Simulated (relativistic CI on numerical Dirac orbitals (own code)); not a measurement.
# Cu³⁺ in a cubic cluster: 3p photoemission with charge transfer

Computed with a charge-transfer multiplet model of a cubic metal-ligand cluster with up to 2 ligand holes, Slater and spin-orbit integrals from Dirac-Coulomb-Breit ions, Slater integrals scaled by 0.8. The ground state mixes d8 with configurations of k ligand holes L, whose averages lie at kΔ + k(k − 1)U_dd/2; a core hole lowers each added d electron by U_cd. 300 K, Lorentzian 0.9 eV and Gaussian 0.8 eV FWHM.

Atomic integrals in eV (Slater integrals scaled, ζ unscaled), ground: F2dd 11.066, F4dd 6.905, zeta_d 0.110; with the core hole: F2dd 11.854, F4dd 7.433, zeta_d 0.118, zeta_core 1.767, F2cd 12.445, G1cd 15.284, G3cd 9.378.

Cluster parameters (eV): Δ = -0.7, U_dd = 8.1, U_cd = 9.9, 10Dq = 0.85, 10Dq(ligand) = 1.3, final-state hopping factor = 1.

| Case | n_d | d8 | d9L | d10L2 | S |
| --- | --- | --- | --- | --- | --- |
| V(eg) = 0.95 eV, V(t2g) = -0.43 eV | 8.48 | 0.53 | 0.46 | 0.01 | 1.00 |
| V(eg) = 1.25 eV, V(t2g) = -0.57 eV | 8.51 | 0.50 | 0.48 | 0.02 | 1.00 |
| V(eg) = 1.55 eV, V(t2g) = -0.7 eV | 8.55 | 0.48 | 0.50 | 0.02 | 1.00 |
| V(eg) = 1.85 eV, V(t2g) = -0.84 eV | 8.57 | 0.46 | 0.51 | 0.03 | 1.00 |
| V(eg) = 2.15 eV, V(t2g) = -0.98 eV | 8.60 | 0.45 | 0.51 | 0.04 | 1.00 |

Weights, n_d and S are thermal averages at 300 K. Binding energies count from the first peak over 30 % of the highest in each spectrum, which can be another peak from case to case. The parameters are a model scan and need not match a compound or its usual spin state. Peaks in eV (height, largest 100):
- V(eg) = 0.95 eV, V(t2g) = -0.43 eV: 0.0 (100), 6.6 (79), 8.0 (70), 14.1 (65), 18.1 (20), 21.9 (12), 25.3 (15), 27.2 (18)
- V(eg) = 1.25 eV, V(t2g) = -0.57 eV: 0.0 (100), 7.0 (69), 8.4 (54), 14.4 (53), 18.6 (15), 22.3 (9), 25.7 (11), 27.7 (14)
- V(eg) = 1.55 eV, V(t2g) = -0.7 eV: 0.0 (100), 7.4 (61), 8.6 (43), 14.8 (45), 19.1 (12), 22.8 (7), 26.2 (9), 28.2 (11)
- V(eg) = 1.85 eV, V(t2g) = -0.84 eV: 0.0 (100), 2.0 (44), 7.7 (54), 12.3 (13), 15.1 (39), 19.6 (10), 23.3 (5), 26.7 (7), 28.7 (9)
- V(eg) = 2.15 eV, V(t2g) = -0.98 eV: 0.0 (100), 2.2 (44), 8.2 (47), 15.5 (34), 20.2 (8), 27.2 (6), 29.3 (8)

For the case V(eg) = 1.85 eV, V(t2g) = -0.84 eV, Δ = -0.7 eV is smaller than U_dd = 8.1 eV, the charge-transfer side of the Zaanen-Sawatzky-Allen scheme (negative Δ: between configuration averages a ligand hole costs less than the nominal valence; multiplet and field energies can change this for the lowest states). With the core hole the average of the configuration with one ligand hole lies at Δ − U_cd = -10.6 eV before mixing: it lies below the unscreened one, so the lowest final states are mostly screened and the unscreened weight appears at higher binding energy as a satellite.
